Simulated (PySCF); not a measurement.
**Neon: a sound run and one with changed settings**

Sound run: Ne⁺ [He] 2s2 2p5, Ne²⁺ [He] 2s2 2p4. All numbers are calculated (PySCF 2.14, no relativity, point nucleus, in pcseg-2 (4s3p2d1f, 30 functions)). In the sound run the correlated levels freeze 1s2. The sound run starts from symmetry-adapted Hartree-Fock orbitals and uses a fine grid where one is needed.

A second run was set up differently.

```csv
species,method,sound run (hartree),changed run (hartree),converged
Ne⁺,UHF,-127.81101,-126.06147,yes
Ne⁺,B3LYP,-128.17253,-126.34172,yes
Ne⁺,r2SCAN,-128.13403,-126.33071,yes
Ne⁺,MP2,-127.98998,-126.06147,yes
Ne²⁺,UHF,-126.36567,-124.57400,yes
Ne²⁺,B3LYP,-126.65348,-124.79969,yes
Ne²⁺,r2SCAN,-126.62036,-124.78703,yes
Ne²⁺,MP2,-126.49274,-124.57400,yes
```

Ionisation energy of Ne⁺:

```tsv
method	sound run (eV)	changed run (eV)
UHF	39.330	40.476
B3LYP	41.335	41.961
r2SCAN	41.189	42.006
MP2	40.742	40.476
SCS-MP2	40.722	40.476
```

Task: What was changed?
A. minimal basis
B. radial grid too coarse
C. all electrons correlated in a valence basis
D. level shift left on

Result: A. It used basis STO-3G. A minimal basis cannot let orbitals breathe on ionisation and holds almost no correlation.
